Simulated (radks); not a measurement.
All-electron atom: P in [Ne] 3s2 3p3 (the NIST ground configuration). Method: non-relativistic Kohn-Sham, LDA (Slater exchange, Perdew-Wang correlation), spin-polarised, spherical densities, point nucleus; open shells are filled with parallel spins first; computed with a radial shooting solver on a logarithmic mesh with Libxc functionals.

Unscreened Slater integrals over Kohn-Sham orbitals (eV). They are taken over the spin-up orbitals.

\begin{tabular}{lr}
integral & value \\ \hline
F0(3p,3p) & 10.626 \\
F2(3p,3p) & 5.2608 \\
F0(3p,3s) & 11.644 \\
G1(3p,3s) & 7.5025 \\
F0(3p,2p) & 14.704 \\
F2(3p,2p) & 2.1673 \\
G0(3p,2p) & 0.86179 \\
G2(3p,2p) & 0.84050 \\
F0(3p,2s) & 14.573 \\
G1(3p,2s) & 0.66144 \\
F0(3s,3s) & 12.994 \\
F0(3s,2p) & 17.406 \\
G1(3s,2p) & 1.2090 \\
F0(3s,2s) & 17.278 \\
G0(3s,2s) & 0.96624 \\
F0(2p,2p) & 51.363 \\
F2(2p,2p) & 23.631 \\
F0(2p,2s) & 48.776 \\
G1(2p,2s) & 28.937 \\
F0(2s,2s) & 47.078 \\
\end{tabular}

Derived for the open shells (J is the average intra-shell exchange parameter used in DFT+U). 3p: J = F2/5 = 1.052 eV.
